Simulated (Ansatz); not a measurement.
Ansatz (a quantum-chemistry and plane-wave program) input file for difluoromethyl(methyl)silane (C₂H₆F₂Si), SMILES [SiH2](C)C(F)F, PBE-D3(BJ)/def2-SVP. 

Ansatz 0.2 input:
```yaml
crystal:
  periodic: [false, false, false]
  atoms:
    - {symbol: C, position_ang: [-0.96227089, -1.75566579, 0.00000010]}
    - {symbol: Si, position_ang: [0.70623116, -0.89901092, -0.00000007]}
    - {symbol: C, position_ang: [0.37258105, 0.99696789, -0.00000004]}
    - {symbol: F, position_ang: [-0.37215387, 1.31621465, -1.10853294]}
    - {symbol: F, position_ang: [-0.37215364, 1.31621465, 1.10853302]}
    - {symbol: H, position_ang: [-1.53624709, -1.45821266, 0.89131927]}
    - {symbol: H, position_ang: [-0.85723357, -2.85154996, 0.00000008]}
    - {symbol: H, position_ang: [-1.53624727, -1.45821266, -0.89131896]}
    - {symbol: H, position_ang: [1.50728359, -1.21822505, -1.21633988]}
    - {symbol: H, position_ang: [1.50728384, -1.21822506, 1.21633956]}
    - {symbol: H, position_ang: [1.26483088, 1.65090195, -0.00000013]}
basis:
  gaussian:
    orbitals: def2-SVP
hamiltonian:
  xc: pbe
  dispersion: d3bj
relax: {f_tol: 0.002, max_steps: 200}
```

Output:

```
WARN ansatz: RAYON_NUM_THREADS=1 ignored (pool sized by the plan → 1); use --threads N
Functional definition: PBE
integrals: 0.05 GiB planned
1156 factors; their error is unknown
mean field: 0.27 GiB planned
mean field evaluation 1: about -15455.2564 eV, gradient 5.6e1 eV
mean field evaluation 2: about -15446.6457 eV, gradient 7.6e1 eV
mean field evaluation 4: about -15462.5255 eV, gradient 4.0e0 eV
mean field evaluation 8: about -15462.5614 eV, gradient 2.8e-1 eV
mean field evaluation 16: about -15462.4845 eV, gradient 1.1e-4 eV
mean field -15462.48449119 eV, -568.2358242028 hartree, gradient 2.3e-5 eV, S^2 0.000000; 0 other end points of the search recorded, 0 dependent functions left out
the calculation of the forces begins
reference -15462.48452284 eV, -568.2358253660 hartree; 25, 25 occupied and 79, 79 virtual orbitals, 1156 factors
relax step   1: F+E_penalty+E_count = -15462.68536967 eV  Δ(F+E_penalty+E_count) = +0.000e0 eV  max|allowed force component| = 2.944e-1 eV/Å  Δτ_max = 0.0000 Å  (29 SCF iters, accepted)
these checks for a lower state are left out or cut short: starts, cluster_reference, orbital_swaps, neighbouring_geometries, increment
integrals: 0.05 GiB planned
1156 factors; their error is unknown
mean field: 0.27 GiB planned
mean field -15462.49493885 eV, -568.2362081472 hartree, gradient 2.5e-5 eV, S^2 0.000000; 0 other end points of the search recorded, 0 dependent functions left out
the calculation of the forces begins
reference -15462.49497054 eV, -568.2362093120 hartree; 25, 25 occupied and 79, 79 virtual orbitals, 1156 factors
relax step   2: F+E_penalty+E_count = -15462.69536641 eV  Δ(F+E_penalty+E_count) = -9.997e-3 eV  max|allowed force component| = 1.037e-1 eV/Å  Δτ_max = 0.0120 Å  (32 SCF iters, accepted)
these checks for a lower state are left out or cut short: starts, cluster_reference, orbital_swaps, neighbouring_geometries, increment
integrals: 0.05 GiB planned
1156 factors; their error is unknown
mean field: 0.27 GiB planned
mean field evaluation 32: about -15462.4963 eV, gradient 7.6e-4 eV
mean field -15462.49628394 eV, -568.2362575784 hartree, gradient 2.5e-5 eV, S^2 0.000000; 0 other end points of the search recorded, 0 dependent functions left out
the calculation of the forces begins
reference -15462.49631566 eV, -568.2362587441 hartree; 25, 25 occupied and 79, 79 virtual orbitals, 1156 factors
relax step   3: F+E_penalty+E_count = -15462.69645522 eV  Δ(F+E_penalty+E_count) = -1.089e-3 eV  max|allowed force component| = 1.747e-2 eV/Å  Δτ_max = 0.0074 Å  (32 SCF iters, accepted)
these checks for a lower state are left out or cut short: starts, cluster_reference, orbital_swaps, neighbouring_geometries, increment
integrals: 0.05 GiB planned
1156 factors; their error is unknown
mean field: 0.27 GiB planned
mean field -15462.49626130 eV, -568.2362567465 hartree, gradient 2.0e-5 eV, S^2 0.000000; 0 other end points of the search recorded, 0 dependent functions left out
the calculation of the forces begins
reference -15462.49629302 eV, -568.2362579120 hartree; 25, 25 occupied and 79, 79 virtual orbitals, 1156 factors
relax step   4: F+E_penalty+E_count = -15462.69647470 eV  Δ(F+E_penalty+E_count) = -1.947e-5 eV  max|allowed force component| = 6.096e-3 eV/Å  Δτ_max = 0.0018 Å  (23 SCF iters, accepted)
these checks for a lower state are left out or cut short: starts, cluster_reference, orbital_swaps, neighbouring_geometries, increment
integrals: 0.05 GiB planned
1156 factors; their error is unknown
mean field: 0.27 GiB planned
mean field -15462.49622552 eV, -568.2362554316 hartree, gradient 9.6e-6 eV, S^2 0.000000; 0 other end points of the search recorded, 0 dependent functions left out
the calculation of the forces begins
reference -15462.49625723 eV, -568.2362565968 hartree; 25, 25 occupied and 79, 79 virtual orbitals, 1156 factors
relax step   5: F+E_penalty+E_count = -15462.69647836 eV  Δ(F+E_penalty+E_count) = -3.664e-6 eV  max|allowed force component| = 7.123e-3 eV/Å  Δτ_max = 0.0016 Å  (24 SCF iters, accepted)
these checks for a lower state are left out or cut short: starts, cluster_reference, orbital_swaps, neighbouring_geometries, increment
integrals: 0.05 GiB planned
1156 factors; their error is unknown
mean field: 0.27 GiB planned
mean field -15462.49622283 eV, -568.2362553326 hartree, gradient 7.0e-5 eV, S^2 0.000000; 0 other end points of the search recorded, 0 dependent functions left out
the calculation of the forces begins
reference -15462.49625454 eV, -568.2362564978 hartree; 25, 25 occupied and 79, 79 virtual orbitals, 1156 factors
relax step   6: F+E_penalty+E_count = -15462.69648045 eV  Δ(F+E_penalty+E_count) = -2.090e-6 eV  max|allowed force component| = 1.165e-3 eV/Å  Δτ_max = 0.0005 Å  (21 SCF iters, accepted)
integrals: 0.05 GiB planned
1156 factors; their error is unknown
mean field: 0.27 GiB planned
mean field evaluation 64: about -15462.5735 eV, gradient 2.8e-1 eV
mean field -15462.49622283 eV, -568.2362553326 hartree, gradient 7.0e-5 eV, S^2 0.000000; 1 other end points of the search recorded, 0 dependent functions left out
the calculation of the forces begins
reference -15462.49625454 eV, -568.2362564978 hartree; 25, 25 occupied and 79, 79 virtual orbitals, 1156 factors
Total energy: -15462.69651216 eV, -568.2436158297 hartree
Atom 0 at    -0.964327    -1.756661     0.000000 Å, force     0.000108    -0.000054    -0.000000 eV/Å
Atom 1 at     0.710940    -0.901347    -0.000000 Å, force     0.000064     0.001165    -0.000000 eV/Å
Atom 2 at     0.370449     1.002323    -0.000000 Å, force    -0.000391    -0.000956    -0.000000 eV/Å
Atom 3 at    -0.378922     1.315299    -1.116593 Å, force     0.000208    -0.000201     0.000409 eV/Å
Atom 4 at    -0.378921     1.315299     1.116593 Å, force     0.000208    -0.000201    -0.000409 eV/Å
Atom 5 at    -1.539699    -1.452787     0.897080 Å, force    -0.000280     0.000083     0.000100 eV/Å
Atom 6 at    -0.863906    -2.859832     0.000000 Å, force     0.000112     0.000033     0.000000 eV/Å
Atom 7 at    -1.539700    -1.452787    -0.897080 Å, force    -0.000280     0.000083    -0.000100 eV/Å
Atom 8 at     1.519110    -1.227433    -1.226275 Å, force     0.000066    -0.000032    -0.000161 eV/Å
Atom 9 at     1.519111    -1.227433     1.226275 Å, force     0.000066    -0.000032     0.000161 eV/Å
Atom 10 at     1.267769     1.666555    -0.000000 Å, force     0.000118     0.000111    -0.000000 eV/Å
Dipole moment:     0.145264    -0.219950     0.000000 e Å
```

The run converged.
